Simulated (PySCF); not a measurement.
Compound: SiF5 (charge -1).
SMILES with atom numbers: `[F:1][Si-:2]([F:3])([F:4])([F:5])[F:6]`

The same species was optimised twice, with GFN2-xTB and with PBE0-D3(BJ)/def2-SVP (PySCF), and the same property calculations (PySCF, gas phase) were run on both structures.

```csv
coordinate,GFN2-xTB,PBE0-D3(BJ)/def2-SVP,change
Si2–F3 (Å),1.628,1.650,+0.022
Si2–F5 (Å),1.628,1.650,+0.022
Si2–F6 (Å),1.628,1.649,+0.021
F1–Si2 (Å),1.654,1.675,+0.021
Si2–F4 (Å),1.654,1.676,+0.022
F3–Si2–F5 (°),120.1,120.5,+0.4
F5–Si2–F6 (°),120.0,119.7,-0.3
F1–Si2–F4 (°),180.0,179.7,-0.3
F4–Si2–F6 (°),90.0,90.2,+0.2
F3–Si2–F4 (°),90.0,89.9,-0.1
F3–Si2–F6 (°),119.9,119.8,-0.1
F1–Si2–F3 (°),90.0,89.9,-0.1
F1–Si2–F6 (°),90.0,90.1,+0.1
```

Rotational constants: A = 3346, B = 2817, C = 2814 MHz (GFN2-xTB) against A = 3257, B = 2749, C = 2737 MHz (PBE0-D3(BJ)/def2-SVP). Point groups within 0.08 Å: D3h and D3h. Atoms that the bonding makes alike are paired by their places after alignment.

On the GFN2-xTB structure: HOMO (eV) -4.78 [PBE0/pcSseg-1]; LUMO (eV) 7.47 [PBE0/pcSseg-1]; GIAO shielding of F1 (×5) (mean) (ppm) 329.0 [PBE0/pcSseg-1]; GIAO shielding of Si2 (ppm) 486.4 [PBE0/pcSseg-1].

What do these properties become on the PBE0-D3(BJ)/def2-SVP structure?

| property | level | on GFN2-xTB | on PBE0-D3(BJ)/def2-SVP | change |
| --- | --- | --- | --- | --- |
| HOMO (eV) | PBE0/pcSseg-1 | -4.78 | -4.85 | -0.07 |
| LUMO (eV) | PBE0/pcSseg-1 | 7.47 | 7.17 | -0.30 |
| energy, GFN2-xTB geometry as zero (kcal/mol) | PBE0/pcSseg-1 | 0.0 | -0.9 | -0.9 |
| GIAO shielding of F1 (×5) (mean) (ppm) | PBE0/pcSseg-1 | 329.0 | 325.0 | -4.0 |
| GIAO shielding of Si2 (ppm) | PBE0/pcSseg-1 | 486.4 | 484.5 | -1.9 |

The heavy atoms differ by 0.020 Å rms after alignment. Among bonds between heavy atoms F1–Si2, Si2–F3, Si2–F4, Si2–F5 and Si2–F6 change most and about equally (+0.021 to +0.022 Å). Changes are differences of the printed values. Neither structure is proved a minimum here. Isolated species at its PBE0-D3(BJ)/def2-SVP geometry, gas phase.
